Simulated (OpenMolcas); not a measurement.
## Kr V: effect of the active space

```
Program             : OpenMolcas
Method              : MS-CASPT2 or its RAS form, IPEA 0.25 Eh, imaginary shift 0.1 Eh
Basis               : ANO-RCC-VTZP
Scalar Hamiltonian  : DKH2, point nucleus
Spin-orbit coupling : RASSI with atomic mean-field integrals over the reference wave functions, term energies averaged over their components
```

A. 4 electrons in 4 orbitals (4s 4p); 2S+1 = 3 even, 6 roots; 2S+1 = 1 even, 11 roots; 2S+1 = 5 odd, 1 root; 2S+1 = 3 odd, 9 roots; 2S+1 = 1 odd, 8 roots; closed shells correlated: 3d; CASPT2 step roughly 2.9 core-seconds
B. 4 electrons in 8 orbitals (4s 4p 5s 5p); 2S+1 = 3 even, 3 roots; 2S+1 = 1 even, 11 roots; 2S+1 = 5 odd, 1 root; 2S+1 = 3 odd, 9 roots; 2S+1 = 1 odd, 8 roots; closed shells correlated: 3d; CASPT2 step of the order of 8 core-seconds
C. 4 electrons in 9 orbitals (RAS2 4s 4p; RAS3 4d, at most 2 electrons); 2S+1 = 3 even, 6 roots; 2S+1 = 1 even, 12 roots; 2S+1 = 5 odd, 1 root; 2S+1 = 3 odd, 9 roots; 2S+1 = 1 odd, 8 roots; closed shells correlated: 3d; CASPT2 step about 16 core-seconds

Energies in cm-1 above 4s2 4p2 3P0, the measured ground level; measured values from Saloman, J. Phys. Chem. Ref. Data 36, 215 (2007).

| Level | A | B | C | Measured |
| --- | --- | --- | --- | --- |
| 4s2 4p2 3P0 | 0.0 | 0.0 | 0.0 | 0.0 |
| 4s2 4p2 3P1 | 3350 | 3280 | 3280 | 3743 |
| 4s2 4p2 3P2 | 6950 | 6900 | 6910 | 7595 |
| 4s2 4p2 1D2 | 19220 | 19570 | 19550 | 19723 |
| 4s2 4p2 1S0 | 38290 | 38730 | 39530 | 39204 |
| 4s 4p3 5S* 2 | 91550 | 92040 | 92990 |  |
| 4s 4p3 3D* 2 | 125950 | 125660 | 127530 |  |
| 4s 4p3 3D* 1 | 126010 | 125540 | 127490 |  |
| 4s 4p3 3D* 3 | 126660 | 126600 | 128450 | 131016 |
| 4s 4p3 3P* 0 | 147080 | 146870 | 146500 | 147925 |
| 4s 4p3 3P* 1 | 147340 | 147250 | 146730 | 148287 |
| 4s 4p3 3P* 2 | 147830 | 147930 | 146960 | 148668 |
| 4s 4p3 1D* 2 | 176650 | 175830 | 162720 | 163387 |

Deviations, from unrounded energies. A percentage is the sum of absolute deviations over the sum of measured energies, with the sign that they share, or ± where signs differ.

```
                        Against measurement  Levels     A      B      C
             mean absolute deviation (cm-1)       9  2500   2400   1100
      fine structure of the ground term (%)       2  -9.2  -10.3  -10.1
other terms of the ground configuration (%)       2  -2.4   -1.1   ±0.8
                   other configurations (%)       5  ±2.7   ±2.7   -1.1
```

C lies closest to measurement on these levels and A furthest from it. The largest miss of C in the table is 4s 4p3 3D* 3, by -2600 cm-1. The ranking rests on the paired levels alone, and a cruder setting can come out closer through cancelling errors.

Among A to C the level of the table that moves most is 4s 4p3 1D* 2, by 14000 cm-1 (lowest in C, highest in A). Moves below CASPT2's spread within the term are not significant.

Term energies are means over components that CASPT2 splits; among the terms shown or strongly mixed into the levels shown the widest spread is 2400 cm-1 (4s 4p3 1D*, A). Over all roots computed the reference weight is 0.87 to 0.99 in A, 0.86 to 0.99 in B; the roots of lowest weight are the least certain, and an intruder state may touch them. Terms of s pⁿ other than that of highest spin mix with s² pⁿ⁻² d, which this space lacks; all of them can be thousands of cm-1 off, and some have no real level of that name (holds for A; B). Active for correlation alone: 5p 5s; no level in the range computed is led by a configuration that fills them, so any true level of that kind is missing (holds for B). Configurations are named by rounded mean occupations; where the s occupation lies near a half they are strongly mixed, a name can repeat and a true partner stay unpaired (holds for C). Some terms take much of their weight from 4d, a shell meant for correlation, so their names are nominal (holds for C). Some terms mix strongly with configurations of 4d, whose occupation reaches 0.45 (4s 4p3 1D*) (holds for C). Computed and measured levels are paired by configuration, term and J; levels that our copy of the source lacks, or whose pairing is in doubt (as where it misses far off the trend of its configuration), stay unpaired and out of the deviations. Levels of configurations outside the active space are missing. The table leaves out levels that lie high or whose names do not pair safely across all columns.

* marks odd parity.
